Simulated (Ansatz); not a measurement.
Spectroscopic constants of Be2, closed-shell singlet (the spin of the measured ground state).

| level | bond energy D_e (kcal/mol) |
|---|---|
| SVWN5/def2-TZVPP | 12.61 |
| PBE/def2-TZVPP | 9.63 |
| r2SCAN/def2-TZVPP | 8.16 |
| B97M-V/def2-TZVPP | 4.12 |
| B3LYP/def2-TZVPP | 3.97 |
| PBE0/def2-TZVPP | 6.42 |
| B2PLYP/def2-TZVPP | 1.97 |
| CCSD(T)/aug-cc-pVTZ | 1.35 |
| CCSD(T)/aug-cc-pVQZ | 1.63 |
| CCSD(T)/def2-QZVPP | 1.21 |
| CCSD(T)/aug-cc-pV5Z | 1.75 |

The rows run from 1.21 (CCSD(T)/def2-QZVPP) to 12.61 kcal/mol (SVWN5/def2-TZVPP). From aug-cc-pVTZ to aug-cc-pV5Z CCSD(T) changes by 0.40. The 7 functionals in def2-TZVPP without D3 or D4 span 10.64, from B2PLYP to SVWN5.

D_e counts from the fitted minimum to each atom's lowest state at the same level, without counterpoise. The singlet is restricted.

Correlated levels freeze the inner cores; with def2 sets outer-core shells near the valence are correlated too.

Doubts at one or more of the structures used: a restricted determinant that unrestricted orbitals would lower (B2PLYP/def2-TZVPP, CCSD(T)/aug-cc-pVTZ, CCSD(T)/aug-cc-pVQZ, CCSD(T)/def2-QZVPP, CCSD(T)/aug-cc-pV5Z).

Codes used: Ansatz (Gaussian orbitals). Each number belongs to the level named beside it.

Ansatz is a first-principles code.
